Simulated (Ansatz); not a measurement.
Mulliken charges of C$_{3}$H$_{3}$BrO (`Br/C=C1\CO1`) from ωB97M-V/def2-TZVPP in Ansatz (PBE0-D4/def2-TZVP geometry).

| atom | x (Å) | y (Å) | z (Å) | charge (e) |
| --- | --- | --- | --- | --- |
| Br1 | -1.067 | 0.164 | 2.434 | -0.038 |
| C2 | -0.044 | 0.893 | 1.039 | -0.185 |
| C3 | 0.157 | 0.224 | -0.072 | 0.167 |
| C4 | 0.055 | -0.865 | -0.985 | -0.019 |
| O5 | 0.791 | 0.376 | -1.249 | -0.290 |
| H6 | 0.357 | 1.879 | 1.216 | 0.121 |
| H7 | 0.685 | -1.740 | -0.856 | 0.123 |
| H8 | -0.842 | -0.989 | -1.583 | 0.123 |

Problem. By hand: the dipole of these point charges (1 e Å = 4.8032 D).

Solution. Σ q r = (-0.132, -0.335, -0.069) e Å, of length 0.367 e Å = 1.76 D.

Problem. How does the dipole of the full density compare? (Best estimate.)

Solution. Ansatz gave: (-0.017, -0.224, -0.196) e Å, 1.43 D; the point charges give 1.23 times that, at 34° from its direction.

Point charges leave out the atoms' own dipoles, such as those of lone pairs, and Mulliken's split depends on the basis, so the two needn't agree.
